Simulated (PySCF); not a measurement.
## Fractional electron number in Ti²⁺ (titanium, charge +2)

The 3d alpha orbital of [Ar] 3d2 is emptied in steps (occupation f), with all orbitals relaxed, ending at [Ar] 3d1. Calculation: PySCF 2.14, in def2-TZVPPD; the non-relativistic Hamiltonian (point nucleus). The exact energy is a straight line in f; departures are measured from the line between the end points of the same method.

```json
{"f": "1", "PBE0 (eV)": "0.000", "r2SCAN (eV)": "0.000", "LC-wPBE (eV)": "0.000"}
{"f": "0.8", "PBE0 (eV)": "-0.821", "r2SCAN (eV)": "-1.099", "LC-wPBE (eV)": "-0.370"}
{"f": "0.6", "PBE0 (eV)": "-1.239", "r2SCAN (eV)": "-1.660", "LC-wPBE (eV)": "-0.563"}
{"f": "0.4", "PBE0 (eV)": "-1.246", "r2SCAN (eV)": "-1.671", "LC-wPBE (eV)": "-0.571"}
{"f": "0.2", "PBE0 (eV)": "-0.834", "r2SCAN (eV)": "-1.120", "LC-wPBE (eV)": "-0.385"}
{"f": "0", "PBE0 (eV)": "0.000", "r2SCAN (eV)": "0.000", "LC-wPBE (eV)": "0.000"}
```

```csv
method,E(f=0) − E(f=1) (eV),−ε at f=1 (eV),−ε at f=0.4 (eV)
PBE0,27.970,22.869,28.979
r2SCAN,28.095,21.283,29.437
LC-wPBE,28.025,25.744,28.464
```

Orbital energy along the path (eV):

```json
{"f": "1", "PBE0": "-22.869", "r2SCAN": "-21.283", "LC-wPBE": "-25.744"}
{"f": "0.8", "PBE0": "-24.864", "r2SCAN": "-23.932", "LC-wPBE": "-26.609"}
{"f": "0.6", "PBE0": "-26.903", "r2SCAN": "-26.655", "LC-wPBE": "-27.517"}
{"f": "0.4", "PBE0": "-28.979", "r2SCAN": "-29.437", "LC-wPBE": "-28.464"}
{"f": "0.2", "PBE0": "-31.082", "r2SCAN": "-32.267", "LC-wPBE": "-29.447"}
{"f": "0", "PBE0": "-33.200", "r2SCAN": "-35.122", "LC-wPBE": "-30.454"}
```

Reference removal energy between the ground levels: 27.492 eV (measured; NIST Atomic Spectra Database, ionization energies). The calculation has no spin-orbit coupling.
